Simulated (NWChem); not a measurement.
Species: SiH2Br2; SMILES Br[SiH2]Br

Results from NWChem. Pople sets run with spherical d functions. This build's default masses of Se (78.918 u) and Br (79.917 u) are each other's, which moves their modes by up to 0.6 %. Each level has its own optimisation; frequencies are unscaled.

| level | r Br–Si (Å) | r H–Si (Å) | highest harmonic frequency (cm⁻¹) | lowest (cm⁻¹) | zero-point energy (kcal/mol) | dipole (D) |
|---|---|---|---|---|---|---|
| Hartree-Fock/STO-3G | 2.203 | 1.425 | 2902 | 143 | 15.4 | 2.16 |
| Hartree-Fock/3-21G | 2.321 | 1.468 | 2397 | 118 | 12.7 | 2.54 |
| Hartree-Fock/6-31G* | 2.219 | 1.461 | 2472 | 129 | 13.3 | 1.77 |
| B3LYP/6-31G* | 2.234 | 1.478 | 2313 | 117 | 12.3 | 1.46 |
| LDA (Slater exchange, VWN5)/def2-SVP | 2.207 | 1.498 | 2204 | 114 | 11.8 | 1.05 |
| PBE/def2-SVP | 2.233 | 1.496 | 2210 | 114 | 11.8 | 1.08 |
| BLYP/def2-SVP | ? | 1.492 | 2206 | 113 | 11.8 | 1.10 |
| PBE0/def2-SVP | 2.216 | 1.484 | 2289 | 119 | 12.3 | 1.21 |

Task: Complete the blanks.

Result: 
- BLYP/def2-SVP, r Br–Si (Å): 2.253
